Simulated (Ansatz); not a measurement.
Species: SnI₄, charge 0, multiplicity 1. 
Geometry from a B3LYP-D3(BJ)/def2-TZVP (Ansatz, a first-principles code) optimisation:
SMILES: [I][Sn]([I])([I])[I]
```xyz
5

I     -1.5854    -0.6112    -2.0877
Sn     0.0000     0.0000     0.0000
I      0.5479     2.6352    -0.0307
I      2.2948    -1.3957    -0.1772
I     -1.2573    -0.6283     2.2956
```

Basis-set convergence of Hartree-Fock and CCSD(T) correlation energies (hartree) with Ansatz. Correlated levels leave the core frozen unless marked. Spin-orbit coupling is left out. The frozen core is the preceding noble-gas configuration, with the filled d and f shells of earlier blocks. In def2 rows, elements after Kr have scalar-relativistic effective core potentials.

```json
[
 {"basis": "def2-SVP", "functions": "130", "E(HF)": "-1400.15044", "E(corr, CCSD(T))": "-0.50807"},
 {"basis": "def2-TZVPP", "functions": "250", "E(HF)": "…", "E(corr, CCSD(T))": "…"}
]
```

Task: What belongs in the gaps?

Result: 
- def2-TZVPP, E(HF): -1400.19914
- def2-TZVPP, E(corr, CCSD(T)): -0.71723
